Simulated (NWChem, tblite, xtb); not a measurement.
# How methods differ on AlGeH4Cl (SMILES [Cl][AlH][GeH3])

AlGeH4Cl has 7 atoms, charge 0, and is taken as a singlet. SMILES: `[Cl][AlH][GeH3]`. The shape is that of a PBE0-D4/def2-TZVP optimisation.

Quantity: the dipole moment, in D. The values are calculated.

```json
{"level": "GFN1-xTB", "kind": "semi-empirical", "program": "tblite", "value (D)": "2.43", "CPU time": "under 2 s"}
{"level": "GFN2-xTB", "kind": "semi-empirical", "program": "xtb", "value (D)": "0.99", "CPU time": "under 2 s"}
{"level": "IPEA1-xTB", "kind": "semi-empirical", "program": "tblite", "value (D)": "2.61", "CPU time": "under 2 s"}
{"level": "GFN0-xTB", "kind": "semi-empirical", "program": "xtb", "value (D)": "0.48", "CPU time": "under 2 s"}
{"level": "HF/STO-3G", "kind": "Hartree–Fock", "program": "NWChem", "value (D)": "2.90", "CPU time": "2.6 s"}
{"level": "HF/3-21G", "kind": "Hartree–Fock", "program": "NWChem", "value (D)": "2.56", "CPU time": "3 s"}
{"level": "HF/def2-SVP", "kind": "Hartree–Fock", "program": "NWChem", "value (D)": "1.28", "CPU time": "15 s"}
{"level": "B3LYP/6-31G* (Cartesian functions)", "kind": "global hybrid", "program": "NWChem", "value (D)": "1.44", "CPU time": "21 s"}
{"level": "PBE0/def2-SVP", "kind": "global hybrid", "program": "NWChem", "value (D)": "1.09", "CPU time": "22 s"}
```

All-electron rows without a relativistic Hamiltonian named are non-relativistic. The values span 0.48 to 2.90 D. Magnitudes only: a small dipole may point the other way at some levels. Sets without polarisation functions give poor dipoles. Without the sets that lack polarisation functions the rows with a basis span only 1.09 to 1.44 D. Times are those of the runs behind each value, whatever else they computed, on shared processors of several kinds: orders of magnitude only.
